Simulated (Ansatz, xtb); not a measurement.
## Relaxing a trial structure of F3PSi

The starting geometry of this gas-phase singlet has its atoms placed at random.

```xyz
5

F    -0.8342   -0.5027   -0.1693
F    -1.0106   -1.1762    0.5230
F     0.0255   -1.0269    0.1359
P    -0.1866    1.3413    0.4881
Si    0.4232   -0.0529   -1.3035
```

Task: One run relaxed it with r2SCAN-D4/def2-SVP. What is a likely outcome?

Result: It ends as a structure given below by its coordinates. Contacts that open: F1–F2 (0.98 → 2.52 Å), F1–F3 (1.05 → 4.24 Å), F1–Si5 (1.75 → 3.05 Å), F2–F3 (1.12 → 2.67 Å). Contacts that close: F1–P4 (2.06 → 1.62 Å), F2–P4 (2.65 → 1.77 Å).

The energy falls by 63.31 eV over 23 steps:

```
step  E − E(last) (eV)
   1            63.308
   3            14.103
   6             5.627
   8             4.685
  11             1.291
  13             0.245
  16             0.083
  18             0.021
  21             0.000
  23             0.000
```

Final geometry (Å):

| atom | x (Å) | y (Å) | z (Å) |
| --- | --- | --- | --- |
| F | -1.9136 | 1.0868 | -0.3865 |
| F | -1.0108 | -1.0984 | 0.4937 |
| F | 1.6188 | -1.2177 | 0.0183 |
| P | -0.6623 | 0.6314 | 0.5410 |
| Si | 0.3852 | -0.8195 | -0.9921 |

From the same start GFN2-xTB reaches the same bonding as this run.

From so rough a start the end depends on the optimiser's path, so another program may land elsewhere. The end wasn't checked by frequencies. Run with Ansatz 0.2.0, 33 s on 1 thread of Intel(R) Xeon(R) 6975P-C (Granite Rapids), with other jobs on the host.
